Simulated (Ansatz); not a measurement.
Reaction (redistribution): `[AlH2][NH][SiH2][SiH3]` + `BCOCO` → `BC[SiH2][NH][AlH2]` + `OCO[SiH3]`

Gas-phase electronic energies from Ansatz, PBE0-D4/def2-TZVP geometries. CBS: MP2 limit from def2 TZ/QZ plus the TZ coupled-cluster correction, frozen cores. DFT in def2-TZVPP. Each species was taken in one conformer, which may not be the lowest.

CCSD(T)/CBS gives -1.92 eV.

Q: Another level gave -1.91 eV. Which?
A. PBE0/def2-TZVPP
B. ωB97X-V/def2-TZVPP
C. ωB97M-V/def2-TZVPP
D. PBE/def2-TZVPP

A: C. ωB97M-V -1.91, ωB97X-V -1.79, PBE0 -1.71, PBE -1.61 eV.

Largest T1 diagnostic among the species: 0.013.

From PBE to PBE0 (25 % exact exchange), in def2-TZVPP and without D4, ΔE moves by −0.10 eV.
